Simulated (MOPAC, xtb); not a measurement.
Complex: CH4 (SMILES C) (first 5 atoms) with COS (SMILES O=C=S); geometry from B3LYP-D3(BJ)/def2-TZVP.
(charge 0, multiplicity 1):
```tsv
atom	x (Å)	y (Å)	z (Å)
C	-0.0497	0.0269	0.1932
H	0.1477	-1.0024	0.4896
H	-0.9991	0.3523	0.6157
H	0.7513	0.6674	0.5596
H	-0.0960	0.0891	-0.8931
O	-1.4001	0.3664	3.5527
C	-0.3246	-0.0204	3.7221
S	1.1290	-0.5432	3.9516
```

Monomers are frozen at their geometry in the pair; levels with a basis set take the counterpoise correction.

The state that PM3, PM6 reach isn't checked.

Codes used: MOPAC for PM3, PM6 (differences of heats of formation); xtb for the GFN methods. Each number belongs to the level named beside it.

One of these levels gives 0.72 kcal/mol for the interaction energy. Which one is it?
(A) PM3
(B) PM6
(C) GFN1-xTB

A, PM3. The others give -0.23 (PM6), -0.72 (GFN1-xTB)
